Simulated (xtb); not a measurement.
GeH7NSSi, SMILES N[SiH2][S][GeH3]. All values are semi-empirical tight-binding results from xtb (GFN2-xTB unless named), good for trends rather than for accurate numbers. Coordinates come from a GFN2-xTB optimisation. The structure was generated by enumeration, and PubChem lists no compound with its InChIKey, so it may never have been made. One conformer was computed; it need not be the lowest.

For metal compounds this method's bond lengths and energies can be far off.

Computed properties:
- orbital gap: 4.75 eV
- zero-point energy: 40.8 kcal/mol
- G − E(el) at 298.15 K (modified RRHO): 19.4 kcal/mol
